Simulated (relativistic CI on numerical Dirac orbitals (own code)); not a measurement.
## Level scheme of Pm32+

Computed by Dirac-Coulomb-Breit CI, orbitals from a KLI potential per configuration, a model potential for QED, unscaled Slater integrals (own radial code, finite nucleus).

CI space (outside the closed core [Ar]): 3d10 4s, 3d10 4p, 3d10 4d, 3d10 4f, 3d10 5s, 3d10 5p, 3d10 5d, 3d10 5f, 3d10 5g, 3d9 4p2, 3d10 6s, 3d10 6p, 3d10 6d, 3d8 4s 4p2, 3d9 4s2, 3d10 6f. Levels of other configurations are missing.

The lowest level is 3d10 4s 2S_1/2, with 100 % of that term; Hund's rules for 3d10 4s give 2S with J = 1/2, in agreement.

| No. | Configuration | Term | J | E (10³ cm⁻¹) | % | Lifetime (s) | jj configuration (%) |
| --- | --- | --- | --- | --- | --- | --- | --- |
| 1 | 3d10 4s | 2S | 1/2 | 0.0 | 100 |  | 4s (100) |
| 2 | 3d10 4p | 2P° | 1/2 | 546.8 | 100 | 3.35e-11 | 4p1/2 (100) |
| 3 | 3d10 4p | 2P° | 3/2 | 836.4 | 100 | 9.11e-12 | 4p3/2 (100) |
| 4 | 3d10 4d | 2D | 3/2 | 1710.4 | 100 | 3.20e-12 | 4d3/2 (100) |
| 5 | 3d10 4d | 2D | 5/2 | 1770.2 | 100 | 5.42e-12 | 4d5/2 (100) |
| 6 | 3d10 4f | 2F° | 5/2 | 2706.6 | 100 | 5.26e-12 | 4f5/2 (100) |
| 7 | 3d10 4f | 2F° | 7/2 | 2717.8 | 100 | 6.02e-12 | 4f7/2 (100) |
| 8 | 3d10 5s | 2S | 1/2 | 4310.1 | 100 | 3.67e-13 | 5s (100) |
| 9 | 3d10 5p | 2P° | 1/2 | 4570.4 | 100 | 4.55e-13 | 5p1/2 (100) |
| 10 | 3d10 5p | 2P° | 3/2 | 4703.4 | 100 | 6.14e-13 | 5p3/2 (100) |
| 11 | 3d10 5d | 2D | 3/2 | 5112.7 | 100 | 6.42e-13 | 5d3/2 (100) |
| 12 | 3d10 5d | 2D | 5/2 | 5141.1 | 100 | 5.80e-13 | 5d5/2 (100) |
| 13 | 3d10 5f | 2F° | 5/2 | 5551.9 | 100 | 3.57e-13 | 5f5/2 (100) |
| 14 | 3d10 5f | 2F° | 7/2 | 5558.9 | 100 | 3.52e-13 | 5f7/2 (100) |
| 15 | 3d10 5g | 2G | 7/2 | 5742.1 | 100 | 1.73e-13 | 5g7/2 (100) |
| 16 | 3d10 5g | 2G | 9/2 | 5744.8 | 100 | 1.73e-13 | 5g9/2 (100) |
| 17 | 3d10 6s | 2S | 1/2 | 6419.4 | 100 | 4.12e-13 | 6s (100) |
| 18 | 3d10 6p | 2P° | 1/2 | 6562.6 | 100 | 4.87e-13 | 6p1/2 (100) |
| 19 | 3d10 6p | 2P° | 3/2 | 6635.1 | 100 | 6.31e-13 | 6p3/2 (100) |
| 20 | 3d10 6d | 2D | 3/2 | 6859.6 | 100 | 6.28e-13 | 6d3/2 (100) |
| 21 | 3d10 6d | 2D | 5/2 | 6875.5 | 100 | 5.78e-13 | 6d5/2 (100) |
| 22 | 3d9 4s2 | 2D | 5/2 | 7059.4 | 99 | 5.29e-10 | 3d5/2^5 (99) |
| 23 | 3d10 6f | 2F° | 5/2 | 7096.8 | 100 | 3.83e-13 | 6f5/2 (100) |
| 24 | 3d10 6f | 2F° | 7/2 | 7101.2 | 100 | 3.81e-13 | 6f7/2 (100) |
| 25 | 3d9 4s2 | 2D | 3/2 | 7262.8 | 99 | 1.84e-10 | 3d3/2^3 3d5/2^6 (99) |
| 26 | 3d9 4p2(1S) | 2D | 5/2 | 8159.0 | 31 |  | 3d5/2^5 4p1/2^2 (98) |
| 27 | 3d9 4p2(3P) | 4F | 3/2 | 8366.2 | 38 |  | 3d3/2^3 3d5/2^6 4p1/2^2 (89) |
| 28 | 3d9 4p2(3P) | 4D | 7/2 | 8404.3 | 53 |  | 3d5/2^5 4p1/2 4p3/2 (99) |
| 29 | 3d9 4p2(3P) | 2D | 3/2 | 8426.3 | 42 |  | 3d5/2^5 4p1/2 4p3/2 (91) |
| 30 | 3d9 4p2(3P) | 2F | 5/2 | 8427.3 | 47 |  | 3d5/2^5 4p1/2 4p3/2 (100) |
| 31 | 3d9 4p2(1D) | 2G | 9/2 | 8437.8 | 62 |  | 3d5/2^5 4p1/2 4p3/2 (100) |
| 32 | 3d9 4p2(1D) | 2P | 3/2 | 8449.6 | 52 |  | 3d5/2^5 4p1/2 4p3/2 (99) |
| 33 | 3d9 4p2(1D) | 2D | 5/2 | 8451.9 | 59 |  | 3d5/2^5 4p1/2 4p3/2 (98) |
| 34 | 3d9 4p2(1D) | 2S | 1/2 | 8452.2 | 46 |  | 3d5/2^5 4p1/2 4p3/2 (98) |
| 35 | 3d9 4p2(1D) | 2F | 7/2 | 8459.7 | 64 |  | 3d5/2^5 4p1/2 4p3/2 (98) |
| 36 | 3d9 4p2(3P) | 4D | 1/2 | 8597.4 | 82 |  | 3d3/2^3 3d5/2^6 4p1/2 4p3/2 (98) |
| 37 | 3d9 4p2(3P) | 4F | 3/2 | 8623.1 | 48 |  | 3d3/2^3 3d5/2^6 4p1/2 4p3/2 (98) |
| 38 | 3d9 4p2(3P) | 4F | 5/2 | 8626.4 | 54 |  | 3d3/2^3 3d5/2^6 4p1/2 4p3/2 (99) |
| 39 | 3d9 4p2(1D) | 2G | 7/2 | 8643.3 | 59 |  | 3d3/2^3 3d5/2^6 4p1/2 4p3/2 (98) |
| 40 | 3d9 4p2(1D) | 2P | 1/2 | 8653.7 | 50 |  | 3d3/2^3 3d5/2^6 4p1/2 4p3/2 (98) |
| 41 | 3d9 4p2(1D) | 2F | 5/2 | 8662.7 | 48 |  | 3d3/2^3 3d5/2^6 4p1/2 4p3/2 (96) |
| 42 | 3d9 4p2(1D) | 2D | 3/2 | 8668.8 | 45 |  | 3d3/2^3 3d5/2^6 4p1/2 4p3/2 (97) |
| 43 | 3d9 4p2(3P) | 4F | 9/2 | 8724.3 | 62 |  | 3d5/2^5 4p3/2^2 (100) |
| 44 | 3d9 4p2(1D) | 2F | 7/2 | 8729.5 | 67 |  | 3d5/2^5 4p3/2^2 (97) |
| 45 | 3d9 4p2(3P) | 2P | 1/2 | 8733.0 | 75 |  | 3d5/2^5 4p3/2^2 (97) |
| 46 | 3d9 4p2(1D) | 2D | 5/2 | 8749.9 | 74 |  | 3d5/2^5 4p3/2^2 (97) |
| 47 | 3d9 4p2(3P) | 2P | 3/2 | 8751.3 | 59 |  | 3d5/2^5 4p3/2^2 (97) |
| 48 | 3d9 4p2(1S) | 2D | 5/2 | 8813.0 | 72 |  | 3d5/2^5 4p3/2^2 (97) |
| 49 | 3d9 4p2(1D) | 2D | 3/2 | 8924.1 | 37 |  | 3d3/2^3 3d5/2^6 4p3/2^2 (99) |
| 50 | 3d9 4p2(3P) | 4P | 1/2 | 8931.9 | 56 |  | 3d3/2^3 3d5/2^6 4p3/2^2 (100) |
| 51 | 3d9 4p2(3P) | 2F | 7/2 | 8935.2 | 39 |  | 3d3/2^3 3d5/2^6 4p3/2^2 (100) |
| 52 | 3d9 4p2(1D) | 2F | 5/2 | 8939.8 | 42 |  | 3d3/2^3 3d5/2^6 4p3/2^2 (97) |
| 53 | 3d9 4p2(1S) | 2D | 3/2 | 9015.4 | 75 |  | 3d3/2^3 3d5/2^6 4p3/2^2 (98) |

Energies count from the lowest computed level; ° marks odd parity; lifetimes are radiative, by E1, M1, E2, M2, E3 decay to levels of this space only; some are left blank where a channel outside the calculation adds to the decay or the decay crosses a small, uncertain gap. Percentages are summed over parent terms; the parents shown are those of the largest component, closed shells are left out there. Filled j subshells are mostly left out of the jj labels.

The mean weight of the leading LS term, summed over parents, in these 53 levels is 76 %, and that of the leading jj configuration (from the same eigenvectors) 99 %, so jj coupling describes them better and the LS labels are nominal.

At this charge energies of transitions that change n are usually good to better than 1 %, and those within a shell (Δn = 0) to a few per cent.

LS names give the leading component of a level, which can be under half, so a name can repeat, a term be missing and a line seem to break the LS rules.
